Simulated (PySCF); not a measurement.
Orbital energies and ionisation energy

Species: C4H9OPSi.
Atom-mapped SMILES: `[CH2:1]=[CH:2][C@@H:3]1[C@H:4]([SiH3:5])[P@H:6]1=[O:7]` (hydrogens: H8, H9 on C1; H10 on C2; H11 on C3; H12 on C4; H13, H14, H15 on Si5; H16 on P6)

Structure used (PBE0-D3(BJ)/def2-SVP), in Å, numbered top down from 1:
```
atom  x, y, z in Å
C1    -0.5536    2.3848   -1.1584
C2    -0.1626    1.1445   -0.8535
C3    -0.8657    0.2518    0.0860
C4    -0.0742   -0.7663    0.9879
Si5    1.7941   -0.9239    0.9600
P6    -1.1518   -1.5019   -0.2395
O7    -2.3943   -2.2916   -0.0130
H8    -0.0032    2.9897   -1.8822
H9    -1.4372    2.8359   -0.6967
H10    0.7313    0.7354   -1.3412
H11   -1.7117    0.7153    0.6093
H12   -0.4928   -0.8318    2.0015
H13    2.1851   -2.0656    1.8380
H14    2.2627   -1.2013   -0.4331
H15    2.4486    0.3294    1.4416
H16   -0.3358   -1.8457   -1.3474
```

Level: B3LYP/def2-SVPD (PySCF). Frontier orbitals with their largest atomic shares (Löwdin; up to four atoms above 4 %):

```csv
orbital,ε (eV),main atoms
HOMO−3,-9.46,"Si5 24 %, C4 19 %, H14 13 %, C3 10 %"
HOMO−2,-8.51,"O7 50 %, C2 14 %, P6 12 %, C1 11 %"
HOMO−1,-7.79,"O7 37 %, C4 18 %, P6 11 %, C2 9 %"
HOMO,-6.87,?
LUMO,-0.93,"C1 26 %, C2 24 %, P6 10 %, C3 8 %"
LUMO+1,0.02,"Si5 35 %, H14 8 %, H13 8 %, P6 8 %"
LUMO+2,0.13,"Si5 17 %, P6 14 %, C4 9 %, C3 7 %"
```

**Question.** What vertical ionisation energy does ΔSCF give, and how far is −ε(HOMO) from it?

**Answer.** ΔSCF: 8.78 eV (848 kJ/mol; threshold wavelength 141 nm); ⟨S²⟩ of the doublet left behind is 0.764, against 0.75 for a pure doublet. −ε(HOMO) is 6.87 eV, 1.91 eV below it. For the exact functional −ε(HOMO) would equal the first vertical ionisation energy; B3LYP (global hybrid, 20 % exact exchange) falls short of its own ΔSCF value by 22 %.

**Question.** On which atoms does the HOMO lie?

**Answer.** O7 (phosphoryl oxygen) 23 %, C1 (terminal =CH2 carbon) 18 %, C3 (sp3 carbon bound to phosphorus) 15 %, P6 (phosphoryl phosphorus) 13 %, so no atom holds as much as 40 %. The HOMO−1 lies 0.92 eV lower.

**Question.** Shift the occupied levels rigidly so that −ε(HOMO) equals the ΔSCF value. What binding energies result?

**Answer.** The shift is +1.91 eV: HOMO 8.78, HOMO−1 9.70, HOMO−2 10.42, HOMO−3 11.37 eV. A rigid shift is only a rough guide to the deeper ionisations.

**Question.** How many of the 10 lowest singlet excitations (vertical TDDFT, same level) lie below the ionisation energy?

**Answer.** All 10; they run from 5.24 to 6.91 eV.

**Question.** What total energies stand behind the ΔSCF value?

**Answer.** E(N) = -863.53976 Eh and E(N − 1) = -863.21693 Eh at the same geometry, 0.32283 Eh apart.

One conformer (not necessarily the lowest) at the PBE0-D3(BJ)/def2-SVP geometry, without solvent, vibrations or thermal averaging.

These values come from a run that also computed excited states and ΔSCF ions. Hardware: one thread of an Intel Xeon Platinum 8259CL at 2.50 GHz, on a shared host. Cost: 3.7 min wall (grids of density and orbitals included), 0.91 GiB resident at most.
